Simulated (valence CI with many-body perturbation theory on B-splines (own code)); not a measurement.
# Hyperfine factors and g values of Pb43+

Computed by configuration interaction combined with many-body perturbation theory (CI+MBPT): three valence electrons over a frozen Dirac-Fock core [Kr], a basis of 9 s, 9 p, 10 d, 8 f, 5 g, 3 h, 1 i functions for each j, with the one-electron correlation potential Σ1 (screened to all orders), the two-electron term Σ2, the three-electron term Σ3, Breit, model QED; selected single and double excitations, second order for the rest (own B-spline code, finite nucleus).

No measured spectrum was set against this ion. As an estimate, large intervals hold to a few tenths of a per cent, small ones and those within an open d or f shell to about a per cent. Only levels of the ground parity were solved; by the run's estimate the other parity begins above the list, which can be wrong where configurations are misplaced.

A/g_I is the dipole constant over the nuclear g factor μ/I (μ in nuclear magnetons, uniformly magnetised nucleus), B/Q the quadrupole constant per barn. Both hold the static response of the core; the bare values leave it out. Large factors of s and p1/2 electrons are usually good to 5 to 10 %; those of open d and f shells near neutrality can be off by tens of per cent, and small factors of p3/2, d and f electrons come from cancelling terms and can be off by a factor of two or in sign, in half-filled shells by more. B is blank for J = 1/2, where it vanishes, and for nearly pure S terms. Energies count from the lowest level.

Levels are named by their leading jj configuration (3d3/2^4 stands for four electrons in 3d with j = 3/2), which in mixed levels can hold well under half, so a name can repeat and another be missing. Letters in brackets count levels of one name in rising energy.

```
                    Level  E (cm⁻¹)      g  A/g_I (MHz)  A/g_I bare  B/Q (MHz/b)  B/Q bare
          (4d3/2^3) J=3/2         0  0.724        42400       41100       -27400    -26600
(4d3/2^2 4d5/2) J=5/2 [a]    227350  1.057        23600       23500       -14500    -14200
    (4d3/2^2 4d5/2) J=3/2    248400  1.177        18600       18800        -5110     -4930
    (4d3/2^2 4d5/2) J=7/2    265280  1.042        25800       25600        11300     10800
    (4d3/2^2 4d5/2) J=9/2    266300  1.037        26700       26500        31000     29900
    (4d3/2^2 4d5/2) J=1/2    268040  1.819       -20700      -18100                       
(4d3/2^2 4d5/2) J=5/2 [b]    349410  1.244        15100       15600        46700     45100
(4d3/2 4d5/2^2) J=7/2 [a]    487550  1.123        18800       18800        -3670     -3580
    (4d3/2 4d5/2^2) J=9/2    505610  1.135        19800       19900         8140      7750
(4d3/2 4d5/2^2) J=3/2 [a]    520890  1.114        22500       22500       -27000    -26100
    (4d3/2 4d5/2^2) J=1/2    531770  1.507        -9380       -7930                       
(4d3/2 4d5/2^2) J=5/2 [a]    535640  1.299         5890        6590        32900     31700
   (4d3/2 4d5/2^2) J=11/2    540550  1.085        22600       22500        57300     55400
(4d3/2 4d5/2^2) J=5/2 [b]    567970  1.092        24100       24100       -11900    -11500
(4d3/2 4d5/2^2) J=7/2 [b]    570690  1.088        23400       23300        11600     11200
(4d3/2 4d5/2^2) J=3/2 [b]    640750  0.883        38000       37200        36700     35500
          (4d5/2^3) J=9/2    764710  1.165        16000       16200         3960      3830
          (4d5/2^3) J=3/2    811610  1.140        16900       17000         2340      2240
          (4d5/2^3) J=5/2    848970  1.169        16000       16200         3730      3600
```

Question: Take the isotope of mass number 207, with I = 1/2, μ = 0.5906 μN. What is the hyperfine structure of (4d3/2^2 4d5/2) J=7/2?

Answer: From the table A = 30500 MHz. Shifts from the centre of gravity in MHz: F = 3: -68600, F = 4: 53400.
